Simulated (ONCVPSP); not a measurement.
# Mg: variants of one ONCV potential

Base potential:

Mg (Z = 12), optimised norm-conserving Vanderbilt (ONCV), made with ONCVPSP 4.0.1 (LDA (Perdew-Wang 92), scalar-relativistic). Core [Ne], reference 3s2. Waves: 3s: rc 2.00 bohr, ncon 4, nbas 8, qcut 2.6 1/bohr, 1 projector; p scattering state at 0.45 Ha: rc 1.85 bohr, ncon 4, nbas 7, qcut 4.5 1/bohr, 2 projectors, debl 3.2 Ha; d scattering state at 0.04 Ha: rc 1.95 bohr, ncon 4, nbas 7, qcut 4.3 1/bohr, 1 projector. Local part: polynomial inside 1.85 bohr (lpopt 5, dvloc0 0 Ha). Core correction: polynomial model core, fcfact 0.35.

All-electron outer shells of the reference configuration (LDA (PZ), scalar-relativistic, ld1.x):

| shell | level (eV) | outermost node (bohr) | outermost maximum (bohr) |
| --- | --- | --- | --- |
| 2p | -46.72 | – | 0.48 |
| 3s | -4.79 | 0.90 | 2.53 |

Cutoffs, loose and tight: the cutoffs (Ha) at which the residual kinetic energy of the hardest occupied pseudo-wave falls to 1 and 0.1 mHa per electron. They do not see the model core or the augmentation charge, which bear on the density cutoff. Test errors are all-electron minus pseudo excitation energies from the reference, over the configurations 3s1; 3s1.5; 3s1 3p1; 3s0 3p2. A dash means not determined; rows that change the core or the reference have their own tests.

For the base: The cutoffs count occupied waves only; projector 2 of the p channel, the hardest unoccupied one, needs 60 Ha at the loose tolerance.

| change | outcome | cutoff, loose | cutoff, tight | bound ghosts | GHOST(+) flags above zero | largest test error (meV) |
| --- | --- | --- | --- | --- | --- | --- |
| base | generated | 4.0 Ha | 18 Ha | none | none | +24 |
| core correction polynomial model core, fcfact 0.2 | generated | 4.0 Ha | 18 Ha | none | none | +27 |
| core correction polynomial model core, fcfact 0.28 | generated | 4.0 Ha | 18 Ha | none | none | +25 |
| core correction polynomial model core, fcfact 0.48 | generated | 4.0 Ha | 18 Ha | none | none | +23 |
| core correction polynomial model core, fcfact 0.58 | generated | 4.0 Ha | 18 Ha | none | none | +23 |
| core correction polynomial model core, fcfact 0.8 | generated | 4.0 Ha | 18 Ha | none | none | +22 |
| core correction polynomial model core, fcfact 0.92 | generated | 4.0 Ha | 18 Ha | none | none | +22 |
| core correction polynomial model core, fcfact 1.08 | generated | 4.0 Ha | 18 Ha | none | none | +22 |
| core correction polynomial model core, fcfact 1.24 | generated | 4.0 Ha | 18 Ha | none | none | +22 |

Reading the sweep of the fcfact (base included, trends over the rows without a ghost): The loose cutoff stays near 4.0 Ha. The median size of the test errors (rows with all tests solved) stays near 8.6 meV.
